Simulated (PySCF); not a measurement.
TDDFT excited states: C4H9NO2

2-ethoxyacetamide, C₄H₉NO₂.
SMILES: `C(=O)(COCC)N`

Computed, not measured: TDDFT B3LYP/def2-SVPD, vertical, gas phase, core orbitals frozen in the response in PySCF. The structure is a single GFN2-xTB conformer in the gas phase; no vibrational or solvent corrections. Torsions of this conformer, `[CH3:1][CH2:2][O:3][CH2:4][C:5]([NH2:6])=[O:7]`: C1–C2–O3–C4 180°, C2–O3–C4–C5 180°, O3–C4–C5–N6 0°, H–N6–C5–C4 0°, H–N6–C5–C4 180°.

What does the calculation give for the low-lying excited states?

| state | E (eV) | E (hartree) | f | \|μ\| (D) | symmetry | main configurations (H = HOMO, L = LUMO) |
| --- | --- | --- | --- | --- | --- | --- |
| S1 | 5.77 | 0.2122 | 0.0002 | 0.10 | – | H→L+1 (97%) |
| S2 | 6.62 | 0.2432 | 0.015 | 0.77 | A′ | H→L (85%), H→L+2 (11%) |
| S3 | 6.82 | 0.2506 | 0.015 | 0.77 | A″ | H-1→L (89%) |
| S4 | 7.06 | 0.2595 | 0.020 | 0.87 | A′ | H-1→L+1 (60%), H→L+3 (12%), H→L+2 (11%) |
| S5 | 7.19 | 0.2642 | 0.0009 | 0.18 | – | H-2→L (63%), H-1→L+2 (27%) |
| S6 | 7.22 | 0.2653 | 0.0030 | 0.33 | A′ | H→L+2 (63%), H-2→L+1 (18%), H-1→L+1 (9%) |
| S7 | 7.37 | 0.2708 | 0.021 | 0.86 | A′ | H→L+3 (73%), H-2→L+1 (11%), H→L+2 (8%) |
| S8 | 7.49 | 0.2753 | 0.0000 | 0.04 | – | H-1→L+2 (44%), H-2→L (30%), H-1→L+3 (16%) |

Triplets, Tamm–Dancoff:

```json
{"state": "T1", "E (eV)": "5.34", "λ (nm)": "232.3", "main configurations (H = HOMO, L = LUMO)": "H→L+1 (96%)"}
{"state": "T2", "E (eV)": "5.58", "λ (nm)": "222.4", "main configurations (H = HOMO, L = LUMO)": "H-1→L+1 (77%), H-2→L+1 (16%)"}
{"state": "T3", "E (eV)": "6.56", "λ (nm)": "188.9", "main configurations (H = HOMO, L = LUMO)": "H→L (84%), H→L+2 (15%)"}
```

The lowest singlet comes at 215 nm (557 kJ/mol) in the ultraviolet; it is dark (f under 0.0005); its leading configuration is HOMO→LUMO+1 (97%). The largest oscillator strength of a single state is 0.021. S1 has the pattern of n→π* at C=O. Weighted by f, the mean energy of these states is 7.01 eV. The listed states span 1.72 eV, and the widest gap between neighbours is 0.84 eV (S1 to S2). Of the 8 states listed, 4 reach f = 0.01 and 2 stay under 0.0005. Symmetry labels in Cs follow from the direction of the transition dipole and are given only for states with f of 0.002 or more. Singlets were solved by full linear response, triplets in the Tamm–Dancoff approximation.
